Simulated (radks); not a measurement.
All-electron atom: the phosphorus ion P2+ in [Ne] 3s2 4p1 (not the ground configuration).

All-electron calculation, non-relativistic Kohn-Sham, TASK exchange with Perdew-Wang LDA correlation, spin-unpolarised, spherical densities, point nucleus; meta-GGA in the generalised Kohn-Sham scheme. Program: a radial shooting solver on a logarithmic mesh with Libxc functionals.

Energy parts (eV):
part                      energy
total                  -9233.584
kinetic                 9214.437
electron-nucleus      -21595.642
Hartree                 3747.973
exchange-correlation    -600.351

Orbitals (lengths in bohr, moments of r in powers of bohr; r(max) is where P^2 peaks):
orbital  occ.  eigenvalue (eV)   r(max)
1s          2        -2124.951  0.06805
2s          2        -210.7619   0.4203
2p          6        -160.4333   0.3544
3s          2         -39.4942    1.502
4p          1         -10.2656    4.679

The highest occupied level is 4p at -10.266 eV. Virial ratio -V/T = 2.00208. The density falls to 0.001 e/bohr^3 at r = 4.91 bohr.
